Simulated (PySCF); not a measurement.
Orbital picture of Sn2

PBEsol at R = 2.767 Å; Sn def2-SVP with ECP28; scalar-relativistic core potentials (PySCF 2.14). State: ³Σg⁻ (triplet), unpaired electrons π ↑↑. Only the outer orbitals are listed.

```json
{"spin": "α", "orbital": "σg", "occ.": "1", "ε (eV)": "-12.12", "main shells (%)": "93 s"}
{"spin": "α", "orbital": "σu", "occ.": "1", "ε (eV)": "-9.55", "main shells (%)": "95 s"}
{"spin": "α", "orbital": "πu", "occ.": "1", "ε (eV)": "-4.88", "main shells (%)": "98 p"}
{"spin": "α", "orbital": "πu", "occ.": "1", "ε (eV)": "-4.88", "main shells (%)": "98 p"}
{"spin": "α", "orbital": "σg", "occ.": "1", "ε (eV)": "-4.62", "main shells (%)": "92 p"}
{"spin": "α", "orbital": "πg", "occ.": "0", "ε (eV)": "-2.94", "main shells (%)": "100 p"}
{"spin": "α", "orbital": "πg", "occ.": "0", "ε (eV)": "-2.94", "main shells (%)": "100 p"}
{"spin": "α", "orbital": "σu", "occ.": "0", "ε (eV)": "-0.23", "main shells (%)": "107 p"}
{"spin": "β", "orbital": "σg", "occ.": "1", "ε (eV)": "-11.43", "main shells (%)": "94 s"}
{"spin": "β", "orbital": "σu", "occ.": "1", "ε (eV)": "-8.97", "main shells (%)": "93 s"}
{"spin": "β", "orbital": "σg", "occ.": "1", "ε (eV)": "-4.26", "main shells (%)": "93 p"}
{"spin": "β", "orbital": "πu", "occ.": "0", "ε (eV)": "-3.92", "main shells (%)": "99 p"}
{"spin": "β", "orbital": "πu", "occ.": "0", "ε (eV)": "-3.92", "main shells (%)": "99 p"}
{"spin": "β", "orbital": "πg", "occ.": "0", "ε (eV)": "-2.11", "main shells (%)": "99 p"}
```

**Question.** Which are the highest filled and the lowest empty level, where do they sit, and how wide is the gap?

**Answer.** Highest filled β σg at -4.26 eV (in %: 93 p); lowest empty β πu at -3.92 eV (in %: 99 p); the gap at PBEsol is 0.34 eV.

The bond order (Mayer) is 1.97. The ⟨S²⟩ is 2.002.

Shares are Mulliken populations and can fall outside 0 to 100 %.

Spin–orbit coupling is left out. The state is the lowest determinant that a PBE0 search found; another state may lie lower at other levels.
